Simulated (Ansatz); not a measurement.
One change: `[OH][Ga]([SiH3])[GaH2]` becomes `[OH][GaH][GaH2]`.

Ansatz, PBE0-D4/def2-TZVP geometries, multiplicity 1. Each molecule was computed in one conformer, which needn't be the lowest.

Scalar relativity is left out up to krypton.

| property | `[OH][Ga]([SiH3])[GaH2]` |
| --- | --- |
| HOMO–LUMO gap (ωB97M-V/def2-TZVPP) / eV | 8.26 |
| zero-point energy (PBE0-D4/def2-TZVP) / kJ/mol | 134.7 |
| HOMO–LUMO gap (PBE0/def2-TZVPP) / eV | 4.65 |
| HOMO–LUMO gap (B3LYP/def2-TZVPP) / eV | 4.21 |
| size of the dipole moment (PBE/def2-TZVPP) / D | 0.88 |
| HOMO energy (ωB97M-V/def2-TZVPP) / eV | -8.72 |

Problem. What does the change do to each property? (Best estimate.)

Solution. The calculation gave: 
```csv
property,`[OH][GaH][GaH2]`,shift
HOMO–LUMO gap (ωB97M-V/def2-TZVPP) / eV,8.85,0.59
zero-point energy (PBE0-D4/def2-TZVP) / kJ/mol,88.2,-46.5
HOMO–LUMO gap (PBE0/def2-TZVPP) / eV,5.11,0.46
HOMO–LUMO gap (B3LYP/def2-TZVPP) / eV,4.67,0.46
size of the dipole moment (PBE/def2-TZVPP) / D,1.11,0.23
HOMO energy (ωB97M-V/def2-TZVPP) / eV,-9.26,-0.54
```

The zero-point energy changes by -46.5 kJ/mol with -9 modes. Dipoles are sizes alone; their direction can turn.

B3LYP here is the variant with VWN-RPA as its local correlation; programs differ in this.
